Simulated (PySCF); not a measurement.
Compound: C2H12BNPSi (charge +1).
SMILES: `B[PH2+][SiH2]N(C)C`

Torsions of this conformer, `[BH2:1][PH2+:2][SiH2:3][N:4]([CH3:5])[CH3:6]`: B1–P2–Si3–N4 48°, P2–Si3–N4–C5 -80°.

The closed-shell ground state was solved at several levels (PySCF, density fitting, gas phase, non-relativistic). Geometry: PBE0-D3(BJ)/def2-SVP, one conformer, isolated ion.

```tsv
level	basis functions	HOMO (eV)	LUMO (eV)	gap (eV)
PBE/pcSseg-1	176	-9.97	-8.07	1.90
PBE0/pcSseg-1	176	-11.08	-7.18	3.90
```

Q: What might CAM-B3LYP/def2-SVPD (224 basis functions) give for the same quantities?

A: HOMO -12.35 eV, LUMO -6.10 eV, gap 6.25 eV.

Q: Over all these levels, which gives the widest orbital gap and which the narrowest?

A: CAM-B3LYP/def2-SVPD (range-separated hybrid) has the widest, 6.25 eV, and PBE/pcSseg-1 (GGA) the narrowest, 1.90 eV. Functional and basis both differ between the two, so the spread mixes both effects.
